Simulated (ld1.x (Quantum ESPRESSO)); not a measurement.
## Before and after: TM potential for Au (Z = 79)

| Item | Value |
| --- | --- |
| Element | gold |
| Generator | ld1.x (Quantum ESPRESSO) 7.5 |
| Type | norm-conserving Troullier–Martins (Kleinman–Bylander form) |
| Functional | PBEsol |
| Relativity | scalar-relativistic |
| Frozen core | [Xe] 4f14 |
| Valence charge | 11 |
| Reference configuration | 5d10 6s0.5 6p0 (charge +0.5) |
| Partial waves | 6s (bound): rc 1.70 bohr; 6p (bound, empty): rc 2.40 bohr; 5d (bound): rc 1.45 bohr |
| Local potential | the d channel |
| Core correction | a·sin(br)/r model core, default radius (core density twice the valence density) |

Change: all radii but the core radius scaled by about 1.21 (s 2.06, p 2.92, d 1.76 bohr).

Cutoffs: the cutoffs (Ry, on a coarse ladder) from which the occupation-weighted sum of valence levels, in a spherical-Bessel basis at the reference potential, stays within 10 and 1 mRy of its value at 400 Ry; they do not see the model core or the augmentation charge, which bear on the density cutoff. Errors are all-electron minus pseudo energies relative to the spin-unpolarised reference configuration.

Q: How do hardness, ghosts and transferability respond?

A: The potential gets softer (45 Ry and 80 Ry → 45 Ry and 55 Ry); both files keep a bound ghost (p, s); the number of tests that count goes from 7 to 6; of the 6 tests that both files solve, the error grows in 2 and shrinks in 0 by more than 15 % and 0.3 meV (median size 32.6 → 32.0 meV). A larger radius leaves more room for a smooth pseudo-wave, so fewer plane waves are needed.

```tsv
quantity	base	changed
cutoff, loose	45 Ry	45 Ry
cutoff, tight	80 Ry	55 Ry
loose cutoff by channel (10 mRy a level)	s 25 Ry, d 35 Ry	s 6 Ry, d 35 Ry
bound ghosts	s, p	s, p
tests counted (converged, no solver errors)	7 of 7	6 of 7
error for 5d10 6s1 6p0, meV [ΔE -3.79 eV]	0.0	-1.5
error for 5d10 6s0 6p0, meV [ΔE 5.65 eV]	-3.8	-6.0
error for 5d9 6s0 6p0, meV [ΔE 26.89 eV]	-34	-29
error for 5d7 6s0 6p0, meV [ΔE 108.53 eV]	-569	-532
error for 5d9 6s1 6p0, meV [ΔE 8.36 eV]	-31	-35
error for 5d8 6s0 6p0, meV [ΔE 60.79 eV]	-187	-170
```

Base: These tests converged, but a pseudo level misses the all-electron one widely, so the file describes the atom poorly there or has found another state: 5d9 6s0 6p0: empty 6p by 4.0 eV (a node warning on the way). Changed file: Tests not counted: 5d9 6s1 6p1 (solver errors, printed error -678 eV). A true bound ghost makes a file unfit for plane-wave use even where its test errors are small: the radial tests pick states by their node count and pass the ghost by. Where a test does run into it, the solver fails or the error is huge.
